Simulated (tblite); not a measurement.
Compound: C₆H₁₁BrSi.
Numbering: `[CH:1]#[C:2][SiH2:3][C:4]([CH3:5])([CH3:6])[CH2:7][Br:8]` (hydrogens: H9 on C1; H10, H11 on Si3; H12, H13, H14 on C5; H15, H16, H17 on C6; H18, H19 on C7)

Computed with GFN2-xTB (tblite), gas phase: L-BFGS steps from a force-field or distance-geometry start until the largest atomic force falls under 0.01 eV/Å.

Step 96: E = -658.3767 eV
```
atom  x, y, z in Å  |  force x, y, z in eV/Å
C1      3.0910   -0.0057    1.6980   -0.006   0.001  -0.013
C2      2.3535   -0.3447    0.8101    0.032  -0.004   0.014
Si3     1.2085   -0.9037   -0.5302   -0.005   0.019   0.016
C4     -0.4745    0.0119   -0.2754    0.000   0.012   0.022
C5     -1.5637   -0.6924   -1.0818    0.025   0.000   0.018
C6     -0.3590    1.4671   -0.7269   -0.003  -0.012   0.001
C7     -0.7990   -0.0456    1.2031    0.013   0.005   0.001
Br8    -2.4880    0.8469    1.6832   -0.025  -0.019  -0.001
H9      3.7389    0.2925    2.4732   -0.020   0.006  -0.024
H10     0.9941   -2.3468   -0.3934   -0.002  -0.032   0.023
H11     1.7596   -0.5605   -1.8415   -0.015   0.025  -0.006
H12    -1.6802   -1.7251   -0.7573   -0.009  -0.030  -0.004
H13    -1.3159   -0.6933   -2.1409   -0.020   0.011  -0.018
H14    -2.5225   -0.1898   -0.9550   -0.005   0.022  -0.026
H15     0.3890    1.9994   -0.1408    0.022  -0.007  -0.005
H16    -1.3123    1.9833   -0.6098   -0.003  -0.004   0.009
H17    -0.0779    1.5231   -1.7758    0.013   0.004  -0.020
H18    -0.0407    0.4629    1.7964    0.017  -0.008   0.022
H19    -0.9108   -1.0703    1.5572   -0.010   0.014  -0.009
```

Step 97: E = -658.3772 eV
```
atom  x, y, z in Å  |  force x, y, z in eV/Å
C1      3.0953    0.0025    1.6914   -0.014  -0.002  -0.022
C2      2.3551   -0.3403    0.8066    0.053   0.006   0.040
Si3     1.2065   -0.9088   -0.5269    0.002   0.040   0.018
C4     -0.4749    0.0107   -0.2753    0.000   0.016   0.035
C5     -1.5626   -0.6899   -1.0869    0.027   0.000   0.022
C6     -0.3574    1.4674   -0.7213   -0.012  -0.018   0.002
C7     -0.8019   -0.0494    1.2028    0.009  -0.002  -0.008
Br8    -2.4905    0.8453    1.6797   -0.025  -0.018   0.006
H9      3.7453    0.3046    2.4642   -0.036  -0.001  -0.044
H10     0.9921   -2.3497   -0.3749   -0.006  -0.046   0.021
H11     1.7546   -0.5776   -1.8424   -0.014   0.026  -0.008
H12    -1.6817   -1.7235   -0.7656   -0.004  -0.028  -0.014
H13    -1.3116   -0.6854   -2.1452   -0.016  -0.004  -0.021
H14    -2.5212   -0.1873   -0.9625   -0.017   0.033  -0.015
H15     0.3914    1.9960   -0.1336    0.039  -0.004  -0.008
H16    -1.3092    1.9855   -0.5990   -0.005  -0.011   0.000
H17    -0.0790    1.5270   -1.7708    0.019   0.008  -0.017
H18    -0.0428    0.4567    1.7976    0.004  -0.016   0.022
H19    -0.9174   -1.0747    1.5546   -0.003   0.023  -0.009
```

Step 98: E = -658.3780 eV
```
atom  x, y, z in Å  |  force x, y, z in eV/Å
C1      3.1009    0.0147    1.6818   -0.022  -0.003  -0.031
C2      2.3586   -0.3354    0.8015    0.066   0.017   0.058
Si3     1.2037   -0.9160   -0.5216    0.011   0.044   0.014
C4     -0.4752    0.0092   -0.2748    0.001   0.014   0.038
C5     -1.5606   -0.6857   -1.0943    0.015  -0.001   0.018
C6     -0.3550    1.4682   -0.7134   -0.012  -0.013   0.002
C7     -0.8056   -0.0554    1.2025    0.001  -0.008  -0.012
Br8    -2.4953    0.8401    1.6755   -0.018  -0.020   0.014
H9      3.7532    0.3244    2.4503   -0.045  -0.008  -0.056
H10     0.9882   -2.3543   -0.3466   -0.009  -0.042   0.014
H11     1.7470   -0.6033   -1.8441   -0.017   0.024   0.001
H12    -1.6864   -1.7204   -0.7774    0.006  -0.008  -0.024
H13    -1.3047   -0.6759   -2.1517   -0.009  -0.019  -0.011
H14    -2.5182   -0.1798   -0.9756   -0.022   0.034   0.000
H15     0.3971    1.9911   -0.1245    0.043  -0.007  -0.021
H16    -1.3048    1.9888   -0.5817    0.006  -0.023  -0.015
H17    -0.0819    1.5332   -1.7644    0.019   0.009   0.004
H18    -0.0461    0.4474    1.8004   -0.014  -0.021   0.017
H19    -0.9248   -1.0818    1.5507    0.002   0.031  -0.010
```

Q: Estimate the geometry and energy of step 99. (The exact step hangs on the optimiser's Hessian estimate; all steps are aligned on step 98, rigid shifts and turns removed.)

A: E = -658.3787 eV, largest force 0.070 eV/Å
```
atom  x, y, z in Å  |  force x, y, z in eV/Å
C1      3.1044    0.0251    1.6745   -0.020   0.001  -0.031
C2      2.3627   -0.3333    0.7972    0.049   0.021   0.046
Si3     1.2017   -0.9216   -0.5171    0.015   0.024   0.006
C4     -0.4749    0.0086   -0.2741    0.002   0.006   0.024
C5     -1.5585   -0.6814   -1.1007   -0.004   0.004   0.010
C6     -0.3530    1.4693   -0.7067   -0.005  -0.007  -0.003
C7     -0.8079   -0.0608    1.2022   -0.009  -0.004  -0.012
Br8    -2.5015    0.8297    1.6727   -0.010  -0.021   0.019
H9      3.7567    0.3426    2.4392   -0.034  -0.007  -0.044
H10     0.9842   -2.3582   -0.3217   -0.009  -0.023   0.004
H11     1.7402   -0.6253   -1.8459   -0.020   0.023   0.011
H12    -1.6946   -1.7156   -0.7853    0.014   0.009  -0.022
H13    -1.2968   -0.6729   -2.1569    0.003  -0.024  -0.002
H14    -2.5136   -0.1682   -0.9911   -0.020   0.026   0.014
H15     0.4072    1.9861   -0.1225    0.040  -0.008  -0.024
H16    -1.2997    1.9930   -0.5613    0.020  -0.029  -0.026
H17    -0.0905    1.5395   -1.7608    0.015   0.004   0.026
H18    -0.0497    0.4406    1.8034   -0.025  -0.016   0.012
H19    -0.9262   -1.0880    1.5474   -0.002   0.021  -0.009
```

The energy changes by -0.0007 eV. The first-order estimate −F·Δx gives -0.0010 eV and the mean of the old and new forces, exact on a quadratic surface, -0.0007 eV. The step makes an angle of 85° with the force vector and moves no atom by more than 0.026 Å.

The cost below is that of the whole relaxation. Hardware: one thread of an Arm Neoverse V2, no GPU, on a shared host. Cost: 1.0 s of wall time.
